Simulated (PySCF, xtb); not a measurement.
## Two structures of CH4BrSi+

We compare I, `C[SiH+]Br`, a singlet, with II, a singlet given by its coordinates. Both are isolated ions in the gas phase, relaxed with PBE0-D4/def2-SVP.

I (Å):

```yaml
atoms:
  - { symbol: C, position_ang: [-2.4556, -1.1735, 0.3880] }
  - { symbol: Br, position_ang: [-1.1397, 2.0248, 0.3685] }
  - { symbol: Si, position_ang: [-1.5508, 0.1317, -0.4977] }
  - { symbol: H, position_ang: [-1.8229, -2.0803, 0.4228] }
  - { symbol: H, position_ang: [-3.3563, -1.4356, -0.1988] }
  - { symbol: H, position_ang: [-2.7436, -0.8738, 1.4057] }
  - { symbol: H, position_ang: [-1.0495, -0.0490, -1.8773] }
```

II (Å):

```tsv
atom	x (Å)	y (Å)	z (Å)
C	-2.2223	-0.7928	0.8517
Br	-2.0819	1.2107	0.5919
Si	-1.8406	-0.5603	-0.9408
H	-3.2445	-1.0180	1.1814
H	-1.4378	-1.0960	1.5565
H	-2.9628	-0.5355	-1.8980
H	-0.4331	-0.6457	-1.3740
```

Close contacts (Å): C1–Br2 2.03, C1–Si3 1.85, Br2–Si3 2.35, C1–H4 1.10, C1–H5 1.10, Si3–H6 1.48, Si3–H7 1.48.

Quicker runs give these differences E(II) − E(I): GFN2-xTB +144.6 kJ/mol; HF/STO-3G +142.4 kJ/mol (at GFN2-xTB geometries); r2SCAN-D4/def2-SVP +148.5 kJ/mol (at GFN2-xTB geometries).

Problem. Estimate E(II) − E(I) at the level CCSD(T)/def2-SVP + ΔMP2/def2-TZVPP.

Solution. Calculated at CCSD(T)/def2-SVP + ΔMP2/def2-TZVPP: E(II) − E(I) = +118.9 kJ/mol, so structure I lies lower.

The same difference at several levels:

```json
{"level": "GFN2-xTB", "geometry": "GFN2-xTB", "E(II) − E(I) (kJ/mol)": "+144.6", "departure from the last row (kJ/mol)": "+25.7", "job, with rough time for the two": "optimisation, 0.15 s"}
{"level": "HF/STO-3G", "geometry": "GFN2-xTB", "E(II) − E(I) (kJ/mol)": "+142.4", "departure from the last row (kJ/mol)": "+23.5", "job, with rough time for the two": "single point, 1.6 s"}
{"level": "r2SCAN-D4/def2-SVP", "geometry": "GFN2-xTB", "E(II) − E(I) (kJ/mol)": "+148.5", "departure from the last row (kJ/mol)": "+29.6", "job, with rough time for the two": "single point, 16 s"}
{"level": "PBE0-D4/def2-SVP", "geometry": "PBE0-D4/def2-SVP", "E(II) − E(I) (kJ/mol)": "+130.1", "departure from the last row (kJ/mol)": "+11.2", "job, with rough time for the two": "optimisation, 1.7 min"}
{"level": "HF/def2-SVP", "geometry": "PBE0-D4/def2-SVP", "E(II) − E(I) (kJ/mol)": "+145.5", "departure from the last row (kJ/mol)": "+26.6", "job, with rough time for the two": "part of the CCSD(T) run"}
{"level": "MP2/def2-SVP", "geometry": "PBE0-D4/def2-SVP", "E(II) − E(I) (kJ/mol)": "+136.9", "departure from the last row (kJ/mol)": "+18.0", "job, with rough time for the two": "part of the CCSD(T) run"}
{"level": "CCSD(T)/def2-SVP", "geometry": "PBE0-D4/def2-SVP", "E(II) − E(I) (kJ/mol)": "+131.3", "departure from the last row (kJ/mol)": "+12.4", "job, with rough time for the two": "single point"}
{"level": "CCSD(T)/def2-SVP + ΔMP2/def2-TZVPP", "geometry": "PBE0-D4/def2-SVP", "E(II) − E(I) (kJ/mol)": "+118.9", "departure from the last row (kJ/mol)": "", "job, with rough time for the two": "single point, 46 s"}
```

None of the levels shown reverses the order. The largest departure from CCSD(T)/def2-SVP + ΔMP2/def2-TZVPP is that of r2SCAN-D4/def2-SVP, 29.6 kJ/mol. The last row adds to CCSD(T) the change of the MP2 difference between the two basis sets, here −12.4 kJ/mol.

With thermal terms from frequencies at re-optimised GFN2-xTB minima (ideal gas, soft modes damped towards free rotors, one conformer each, 298.15 K, 1 atm): on the last row, ΔE + ΔZPE = +110.8, ΔH = +110.4, ΔG = +112.5 kJ/mol.

The correlated steps freeze 15 core orbitals; the filled d shell of Br is correlated, in a basis made for valence electrons. Codes used: PySCF 2.14.0, xtb 6.7.1; the last row on 2 threads of Arm Neoverse V1 on a shared host.
